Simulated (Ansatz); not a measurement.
## Which method gave which barrier?

Saddle point of Si$_{2}$H$_{7}$SF, singlet (Si₂H₅F ([F][SiH2][SiH3]) + H₂S → Si₂H₆S ([SiH3][SiH2][SH]) + HF; bonds formed: Si1–S7, F2–H6; bonds broken: Si1–F2, H6–S7), PBE0-D4/def2-TZVP structure:

```json
{"atom": "Si1", "x (Å)": "-0.6614", "y (Å)": "-0.0071", "z (Å)": "-0.6588"}
{"atom": "F2", "x (Å)": "-0.1284", "y (Å)": "-1.7490", "z (Å)": "-0.0052"}
{"atom": "H3", "x (Å)": "-0.6735", "y (Å)": "1.2837", "z (Å)": "-1.4387"}
{"atom": "H4", "x (Å)": "-1.9438", "y (Å)": "-0.6146", "z (Å)": "-1.0830"}
{"atom": "Si5", "x (Å)": "-0.2518", "y (Å)": "0.7684", "z (Å)": "1.5094"}
{"atom": "H6", "x (Å)": "0.7892", "y (Å)": "-1.6945", "z (Å)": "-0.9425"}
{"atom": "S7", "x (Å)": "1.1700", "y (Å)": "-0.7513", "z (Å)": "-2.0284"}
{"atom": "H8", "x (Å)": "-0.7688", "y (Å)": "-0.1440", "z (Å)": "2.5607"}
{"atom": "H9", "x (Å)": "1.2286", "y (Å)": "0.8765", "z (Å)": "1.6653"}
{"atom": "H10", "x (Å)": "-0.8292", "y (Å)": "2.1274", "z (Å)": "1.6953"}
{"atom": "H11", "x (Å)": "2.0690", "y (Å)": "-0.0955", "z (Å)": "-1.2742"}
```

Program: Ansatz 0.2.0. Basis: def2-TZVPP, with def2-QZVPP for the basis limit. Cores are frozen in the correlated methods. Extrapolation: Hartree–Fock as exp(−7.88 √X), correlation as X^−2.97. Four methods, as single points on the PBE0-D4 structures, gave these electronic barriers from the start structure: 32.33, 37.59, 42.74, 64.51 kcal/mol.

Problem. The methods were, in alphabetical order, HF, MP2, PBE-D4, r2SCAN-D4. Which gave which? (A judgement: the text doesn't fix the answer.)

Solution. Computed: PBE-D4 32.33; r2SCAN-D4 37.59; MP2 42.74; HF 64.51 kcal/mol. For comparison, CCSD(T) at an estimated basis limit (MP2 extrapolated from triple and quadruple zeta, plus CCSD(T) − MP2 in triple zeta) gives 44.13 kcal/mol.

The T1 diagnostic stays at or below 0.014.

Labels in which every atom is bracketed show which atoms are joined, not bond orders.

For scale, one of the runs: CCSD(T)/def2-TZVPP, 255 basis functions, launched by `ansatz run in.yaml --threads 4 --pin off --events-out ev --progress --plain --max-ram 9574MiB`. Time: 2.2 min of wall clock on 4 CPU threads of an Arm Neoverse V1; the host was shared. Peak host memory: 5.2 GiB.
